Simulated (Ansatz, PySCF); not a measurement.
Dissociation curve of SMILES CF, singlet. The C1–H5 bond (C1 also carries F, H, H; H5 carries nothing else) is varied alone, starting from the PBE0/def2-TZVP optimised geometry.

Methods: UHF/def2-TZVP (PySCF); RHF/def2-TZVP (PySCF); UKS-B3LYP = PySCF with unrestricted B3LYP/def2-TZVP; RKS-B3LYP = PySCF with restricted B3LYP/def2-TZVP; UKS-M06-2X = PySCF with unrestricted M06-2X/def2-TZVP; RKS-M06-2X = PySCF 2.14.0 with restricted M06-2X/def2-TZVP; UKS-BLYP = unrestricted BLYP/def2-TZVP run with PySCF; RKS-BLYP = restricted BLYP/def2-TZVP run with PySCF; UKS-PBE = Ansatz (an electronic-structure program) with unrestricted PBE/def2-TZVP; RKS-PBE = restricted PBE/def2-TZVP in Ansatz.

Scanned distances (Å): 0.87, 0.92, 0.97, 1.02, 1.07, 1.09, 1.14, 1.17, 1.20, 1.28, 1.37, 1.49, 1.64, 1.82, 1.97, 2.18, 2.38, 2.68, 2.92, 3.30, 3.80.

Task: Where does the unrestricted solution first break spin symmetry (<S²> of 0.01 or more)?

Result: UHF: between 1.49 and 1.64 Å; UKS-B3LYP: between 1.97 and 2.18 Å; UKS-M06-2X: between 1.97 and 2.18 Å; UKS-BLYP: between 1.97 and 2.18 Å; UKS-PBE: between 1.97 and 2.18 Å.

```json
[
 {"R / Å": "0.87", "<S²> UHF": "0.00", "E(RHF) − E(UHF) / kJ/mol": "0.0", "<S²> UKS-B3LYP": "0.00", "E(RKS-B3LYP) − E(UKS-B3LYP) / kJ/mol": "0.0", "<S²> UKS-M06-2X": "0.00", "E(RKS-M06-2X) − E(UKS-M06-2X) / kJ/mol": "0.0", "<S²> UKS-BLYP": "0.00", "E(RKS-BLYP) − E(UKS-BLYP) / kJ/mol": "0.0", "<S²> UKS-PBE": "0.00", "E(RKS-PBE) − E(UKS-PBE) / kJ/mol": "0.0"},
 {"R / Å": "0.92", "<S²> UHF": "0.00", "E(RHF) − E(UHF) / kJ/mol": "0.0", "<S²> UKS-B3LYP": "0.00", "E(RKS-B3LYP) − E(UKS-B3LYP) / kJ/mol": "0.0", "<S²> UKS-M06-2X": "0.00", "E(RKS-M06-2X) − E(UKS-M06-2X) / kJ/mol": "0.0", "<S²> UKS-BLYP": "0.00", "E(RKS-BLYP) − E(UKS-BLYP) / kJ/mol": "0.0", "<S²> UKS-PBE": "0.00", "E(RKS-PBE) − E(UKS-PBE) / kJ/mol": "0.0"},
 {"R / Å": "0.97", "<S²> UHF": "0.00", "E(RHF) − E(UHF) / kJ/mol": "0.0", "<S²> UKS-B3LYP": "0.00", "E(RKS-B3LYP) − E(UKS-B3LYP) / kJ/mol": "0.0", "<S²> UKS-M06-2X": "0.00", "E(RKS-M06-2X) − E(UKS-M06-2X) / kJ/mol": "0.0", "<S²> UKS-BLYP": "0.00", "E(RKS-BLYP) − E(UKS-BLYP) / kJ/mol": "0.0", "<S²> UKS-PBE": "0.00", "E(RKS-PBE) − E(UKS-PBE) / kJ/mol": "0.0"},
 {"R / Å": "1.02", "<S²> UHF": "0.00", "E(RHF) − E(UHF) / kJ/mol": "0.0", "<S²> UKS-B3LYP": "0.00", "E(RKS-B3LYP) − E(UKS-B3LYP) / kJ/mol": "0.0", "<S²> UKS-M06-2X": "0.00", "E(RKS-M06-2X) − E(UKS-M06-2X) / kJ/mol": "0.0", "<S²> UKS-BLYP": "0.00", "E(RKS-BLYP) − E(UKS-BLYP) / kJ/mol": "0.0", "<S²> UKS-PBE": "0.00", "E(RKS-PBE) − E(UKS-PBE) / kJ/mol": "0.0"},
 {"R / Å": "1.07", "<S²> UHF": "0.00", "E(RHF) − E(UHF) / kJ/mol": "0.0", "<S²> UKS-B3LYP": "0.00", "E(RKS-B3LYP) − E(UKS-B3LYP) / kJ/mol": "0.0", "<S²> UKS-M06-2X": "0.00", "E(RKS-M06-2X) − E(UKS-M06-2X) / kJ/mol": "0.0", "<S²> UKS-BLYP": "0.00", "E(RKS-BLYP) − E(UKS-BLYP) / kJ/mol": "0.0", "<S²> UKS-PBE": "0.00", "E(RKS-PBE) − E(UKS-PBE) / kJ/mol": "0.0"},
 {"R / Å": "1.09", "<S²> UHF": "0.00", "E(RHF) − E(UHF) / kJ/mol": "0.0", "<S²> UKS-B3LYP": "0.00", "E(RKS-B3LYP) − E(UKS-B3LYP) / kJ/mol": "0.0", "<S²> UKS-M06-2X": "0.00", "E(RKS-M06-2X) − E(UKS-M06-2X) / kJ/mol": "0.0", "<S²> UKS-BLYP": "0.00", "E(RKS-BLYP) − E(UKS-BLYP) / kJ/mol": "0.0", "<S²> UKS-PBE": "0.00", "E(RKS-PBE) − E(UKS-PBE) / kJ/mol": "0.0"},
 {"R / Å": "1.14", "<S²> UHF": "0.00", "E(RHF) − E(UHF) / kJ/mol": "0.0", "<S²> UKS-B3LYP": "0.00", "E(RKS-B3LYP) − E(UKS-B3LYP) / kJ/mol": "0.0", "<S²> UKS-M06-2X": "0.00", "E(RKS-M06-2X) − E(UKS-M06-2X) / kJ/mol": "0.0", "<S²> UKS-BLYP": "0.00", "E(RKS-BLYP) − E(UKS-BLYP) / kJ/mol": "0.0", "<S²> UKS-PBE": "0.00", "E(RKS-PBE) − E(UKS-PBE) / kJ/mol": "0.0"},
 {"R / Å": "1.17", "<S²> UHF": "0.00", "E(RHF) − E(UHF) / kJ/mol": "0.0", "<S²> UKS-B3LYP": "0.00", "E(RKS-B3LYP) − E(UKS-B3LYP) / kJ/mol": "0.0", "<S²> UKS-M06-2X": "0.00", "E(RKS-M06-2X) − E(UKS-M06-2X) / kJ/mol": "0.0", "<S²> UKS-BLYP": "0.00", "E(RKS-BLYP) − E(UKS-BLYP) / kJ/mol": "0.0", "<S²> UKS-PBE": "0.00", "E(RKS-PBE) − E(UKS-PBE) / kJ/mol": "0.0"},
 {"R / Å": "1.20", "<S²> UHF": "0.00", "E(RHF) − E(UHF) / kJ/mol": "0.0", "<S²> UKS-B3LYP": "0.00", "E(RKS-B3LYP) − E(UKS-B3LYP) / kJ/mol": "0.0", "<S²> UKS-M06-2X": "0.00", "E(RKS-M06-2X) − E(UKS-M06-2X) / kJ/mol": "0.0", "<S²> UKS-BLYP": "0.00", "E(RKS-BLYP) − E(UKS-BLYP) / kJ/mol": "0.0", "<S²> UKS-PBE": "0.00", "E(RKS-PBE) − E(UKS-PBE) / kJ/mol": "0.0"},
 {"R / Å": "1.28", "<S²> UHF": "0.00", "E(RHF) − E(UHF) / kJ/mol": "0.0", "<S²> UKS-B3LYP": "0.00", "E(RKS-B3LYP) − E(UKS-B3LYP) / kJ/mol": "0.0", "<S²> UKS-M06-2X": "0.00", "E(RKS-M06-2X) − E(UKS-M06-2X) / kJ/mol": "0.0", "<S²> UKS-BLYP": "0.00", "E(RKS-BLYP) − E(UKS-BLYP) / kJ/mol": "0.0", "<S²> UKS-PBE": "0.00", "E(RKS-PBE) − E(UKS-PBE) / kJ/mol": "0.0"},
 {"R / Å": "1.37", "<S²> UHF": "0.00", "E(RHF) − E(UHF) / kJ/mol": "0.0", "<S²> UKS-B3LYP": "0.00", "E(RKS-B3LYP) − E(UKS-B3LYP) / kJ/mol": "0.0", "<S²> UKS-M06-2X": "0.00", "E(RKS-M06-2X) − E(UKS-M06-2X) / kJ/mol": "0.0", "<S²> UKS-BLYP": "0.00", "E(RKS-BLYP) − E(UKS-BLYP) / kJ/mol": "0.0", "<S²> UKS-PBE": "0.00", "E(RKS-PBE) − E(UKS-PBE) / kJ/mol": "0.0"},
 {"R / Å": "1.49", "<S²> UHF": "0.00", "E(RHF) − E(UHF) / kJ/mol": "0.0", "<S²> UKS-B3LYP": "0.00", "E(RKS-B3LYP) − E(UKS-B3LYP) / kJ/mol": "0.0", "<S²> UKS-M06-2X": "0.00", "E(RKS-M06-2X) − E(UKS-M06-2X) / kJ/mol": "0.0", "<S²> UKS-BLYP": "0.00", "E(RKS-BLYP) − E(UKS-BLYP) / kJ/mol": "0.0", "<S²> UKS-PBE": "0.00", "E(RKS-PBE) − E(UKS-PBE) / kJ/mol": "0.0"},
 {"R / Å": "1.64", "<S²> UHF": "0.01", "E(RHF) − E(UHF) / kJ/mol": "0.0", "<S²> UKS-B3LYP": "0.00", "E(RKS-B3LYP) − E(UKS-B3LYP) / kJ/mol": "0.0", "<S²> UKS-M06-2X": "0.00", "E(RKS-M06-2X) − E(UKS-M06-2X) / kJ/mol": "0.0", "<S²> UKS-BLYP": "0.00", "E(RKS-BLYP) − E(UKS-BLYP) / kJ/mol": "0.0", "<S²> UKS-PBE": "0.00", "E(RKS-PBE) − E(UKS-PBE) / kJ/mol": "0.0"},
 {"R / Å": "1.82", "<S²> UHF": "0.43", "E(RHF) − E(UHF) / kJ/mol": "22.2", "<S²> UKS-B3LYP": "0.00", "E(RKS-B3LYP) − E(UKS-B3LYP) / kJ/mol": "0.0", "<S²> UKS-M06-2X": "0.00", "E(RKS-M06-2X) − E(UKS-M06-2X) / kJ/mol": "0.0", "<S²> UKS-BLYP": "0.00", "E(RKS-BLYP) − E(UKS-BLYP) / kJ/mol": "0.0", "<S²> UKS-PBE": "0.00", "E(RKS-PBE) − E(UKS-PBE) / kJ/mol": "0.0"},
 {"R / Å": "1.97", "<S²> UHF": "0.64", "E(RHF) − E(UHF) / kJ/mol": "60.3", "<S²> UKS-B3LYP": "0.00", "E(RKS-B3LYP) − E(UKS-B3LYP) / kJ/mol": "0.0", "<S²> UKS-M06-2X": "0.00", "E(RKS-M06-2X) − E(UKS-M06-2X) / kJ/mol": "0.0", "<S²> UKS-BLYP": "0.00", "E(RKS-BLYP) − E(UKS-BLYP) / kJ/mol": "0.0", "<S²> UKS-PBE": "0.00", "E(RKS-PBE) − E(UKS-PBE) / kJ/mol": "0.0"},
 {"R / Å": "2.18", "<S²> UHF": "0.81", "E(RHF) − E(UHF) / kJ/mol": "123.6", "<S²> UKS-B3LYP": "0.34", "E(RKS-B3LYP) − E(UKS-B3LYP) / kJ/mol": "7.9", "<S²> UKS-M06-2X": "0.48", "E(RKS-M06-2X) − E(UKS-M06-2X) / kJ/mol": "12.4", "<S²> UKS-BLYP": "0.08", "E(RKS-BLYP) − E(UKS-BLYP) / kJ/mol": "0.4", "<S²> UKS-PBE": "0.01", "E(RKS-PBE) − E(UKS-PBE) / kJ/mol": "0.0"},
 {"R / Å": "2.38", "<S²> UHF": "0.90", "E(RHF) − E(UHF) / kJ/mol": "184.2", "<S²> UKS-B3LYP": "0.60", "E(RKS-B3LYP) − E(UKS-B3LYP) / kJ/mol": "28.4", "<S²> UKS-M06-2X": "0.73", "E(RKS-M06-2X) − E(UKS-M06-2X) / kJ/mol": "46.2", "<S²> UKS-BLYP": "0.39", "E(RKS-BLYP) − E(UKS-BLYP) / kJ/mol": "8.6", "<S²> UKS-PBE": "0.47", "E(RKS-PBE) − E(UKS-PBE) / kJ/mol": "9.2"},
 {"R / Å": "2.68", "<S²> UHF": "0.96", "E(RHF) − E(UHF) / kJ/mol": "266.5", "<S²> UKS-B3LYP": "0.83", "E(RKS-B3LYP) − E(UKS-B3LYP) / kJ/mol": "66.9", "<S²> UKS-M06-2X": "0.89", "E(RKS-M06-2X) − E(UKS-M06-2X) / kJ/mol": "101.6", "<S²> UKS-BLYP": "0.70", "E(RKS-BLYP) − E(UKS-BLYP) / kJ/mol": "31.6", "<S²> UKS-PBE": "0.79", "E(RKS-PBE) − E(UKS-PBE) / kJ/mol": "38.0"},
 {"R / Å": "2.92", "<S²> UHF": "0.98", "E(RHF) − E(UHF) / kJ/mol": "322.8", "<S²> UKS-B3LYP": "0.91", "E(RKS-B3LYP) − E(UKS-B3LYP) / kJ/mol": "96.5", "<S²> UKS-M06-2X": "0.95", "E(RKS-M06-2X) − E(UKS-M06-2X) / kJ/mol": "142.7", "<S²> UKS-BLYP": "0.84", "E(RKS-BLYP) − E(UKS-BLYP) / kJ/mol": "52.0", "<S²> UKS-PBE": "0.90", "E(RKS-PBE) − E(UKS-PBE) / kJ/mol": "62.5"},
 {"R / Å": "3.30", "<S²> UHF": "1.00", "E(RHF) − E(UHF) / kJ/mol": "395.4", "<S²> UKS-B3LYP": "0.97", "E(RKS-B3LYP) − E(UKS-B3LYP) / kJ/mol": "135.2", "<S²> UKS-M06-2X": "0.00", "E(RKS-M06-2X) − E(UKS-M06-2X) / kJ/mol": "—", "<S²> UKS-BLYP": "0.95", "E(RKS-BLYP) − E(UKS-BLYP) / kJ/mol": "80.1", "<S²> UKS-PBE": "0.97", "E(RKS-PBE) − E(UKS-PBE) / kJ/mol": "95.0"},
 {"R / Å": "3.80", "<S²> UHF": "1.01", "E(RHF) − E(UHF) / kJ/mol": "466.2", "<S²> UKS-B3LYP": "1.00", "E(RKS-B3LYP) − E(UKS-B3LYP) / kJ/mol": "170.4", "<S²> UKS-M06-2X": "1.00", "E(RKS-M06-2X) − E(UKS-M06-2X) / kJ/mol": "—", "<S²> UKS-BLYP": "0.99", "E(RKS-BLYP) − E(UKS-BLYP) / kJ/mol": "105.7", "<S²> UKS-PBE": "1.00", "E(RKS-PBE) − E(UKS-PBE) / kJ/mol": "123.4"}
]
```

Dashes: no converged value, or the column stops at the first point that the program doubted or that broke a chosen test of continuity, which isn't proof of a fault.
